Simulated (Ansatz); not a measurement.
`C[O][Hf]([F])([Cl])[Se]C`, 13 atoms. Total charge 0; spin multiplicity 1. Correlated methods include outer-core shells of Hf, Se, which these sets cover unevenly. Scalar relativity is left out up to krypton. Hf: def2 effective core potential. Hardware: A = 2 threads of an AMD EPYC 7R13 on a shared host and a share of an NVIDIA H100 80 GB; B = 2 threads of an AMD EPYC 7R13 on a shared host. Correlated methods freeze the cores. Open-shell runs search over several starts.

(1) How many basis functions does each run have, and how long does it take in Ansatz? UKS B3LYP-D4/def2-TZVPP energy of the cation [A]; UKS PBE-D4/def2-TZVPP energy of the cation [A]; direct RPA on PBE orbitals/def2-TZVPP energy [A]; RKS PBE0-D4/def2-SVP energy [B]; UKS PBE0-D4/def2-TZVPP energy of the cation [A]; RKS PBE0-D4/def2-TZVP frequencies [A]; RKS B97M-V/def2-TZVPP energy [A]; RHF-CCSD(T)/def2-TZVPP energy [A]; UHF-CCSD(T)/def2-TZVPP energy of the cation [A]; UKS B2PLYP (frozen core)/def2-TZVPP energy of the cation [A]; RHF-CCSD(T)/def2-SVP energy [A]; RHF-MP2/def2-QZVPP energy [A]. (An estimate is asked.)

Answers

(1) Computed: Other jobs shared the machine, so times are rough.

| level | job | functions | wall time | peak host memory (GiB) |
| --- | --- | --- | --- | --- |
| UKS PBE0-D4/def2-TZVPP | energy of the cation [A] | 354 | 4.5 s | 1 |
| direct RPA on PBE orbitals/def2-TZVPP | energy [A] | 354 | 4.9 s | 1.6 |
| RHF-CCSD(T)/def2-SVP | energy [A] | 168 | 4.9 s | 0.83 |
| UKS B3LYP-D4/def2-TZVPP | energy of the cation [A] | 354 | 4.9 s | 0.99 |
| RKS B97M-V/def2-TZVPP | energy [A] | 354 | 5.5 s | 1 |
| RKS PBE0-D4/def2-SVP | energy [B] | 168 | 6.5 s | 0.59 |
| RHF-MP2/def2-QZVPP | energy [A] | 648 | 9.5 s | 1.3 |
| UKS PBE-D4/def2-TZVPP | energy of the cation [A] | 354 | 11 s | 1 |
| UKS B2PLYP (frozen core)/def2-TZVPP | energy of the cation [A] | 354 | 11 s | 1.7 |
| RHF-CCSD(T)/def2-TZVPP | energy [A] | 354 | 25 s | 0.89 |
| RKS PBE0-D4/def2-TZVP | frequencies [A] | 285 | 2.9 min | 1 |
| UHF-CCSD(T)/def2-TZVPP | energy of the cation [A] | 354 | 5.8 min | 1.7 |

B3LYP here is the variant with VWN-RPA as its local correlation; programs differ in this.
